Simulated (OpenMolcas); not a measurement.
Ta4+ with 6 ligands (fluoride) in tetragonal octahedral coordination (D4h) at 1.99 Å, the axial distance 2.010 Å. A charge of +0.333 e stands 2.8 Å behind each ligand. Ligand basis ANO-RCC-VDZP.
```
Ta    0.0000    0.0000    0.0000
F     1.9900    0.0000    0.0000
F     0.0000    1.9900    0.0000
F    -1.9900    0.0000    0.0000
F     0.0000   -1.9900    0.0000
F     0.0000    0.0000    2.0099
F     0.0000    0.0000   -2.0099
```

* Program: OpenMolcas
* Method: CASSCF
* Basis: ANO-RCC-VTZP [8s7p5d3f2g1h]
* Scalar Hamiltonian: DKH2, point nucleus
* Active space: 1 electron in 5 orbitals (5d)
* State averaging: 2S+1 = 2 even, 5 roots
* Spin-orbit coupling: state interaction with AMFI integrals over the reference wave functions

Q: What is the spin-free ground state (labels of D4, the rotations of D4h)?

A: 2E, 2-fold in its orbital part; it has the highest spin that d1 allows.

Q: Where is the first state of the same spin?

A: 2B2 at 392 cm-1 above the ground state. The two act as a nearly degenerate pair, with unquenched orbital momentum.

Q: What are the lowest two levels with spin-orbit coupling?

A: A 2-fold level E1/2 with g = 0.16, 0.29, 0.29, then a 2-fold level E3/2 258.0 cm-1 above it. Their leading multiplicities are 2 (100 %) and 2 (100 %).

Q: What is χT at 300 K, and how does it compare with the textbook value?

A: The lowest level has 2S+1 = 2, for which the spin-only value is χT = S(S+1) / 2 = 0.375 cm3 K/mol (g = 2). The computed 0.044 at 300 K differs by -0.331, through orbital momentum, spin-orbit coupling and any other state in reach.

An orbital doublet at a regular site is open to a Jahn-Teller distortion, which this geometry leaves out. The least metal-like active orbital is 77 % on the metal (Löwdin) and no ligand orbital is active, so the numbers are rough. With metal d orbitals alone the field can be off either way by tens of per cent. Ligand-to-metal charge-transfer states are missing. No measured value stands beside these numbers; the geometry is a model, was not optimised and need not be the one that this ion takes.
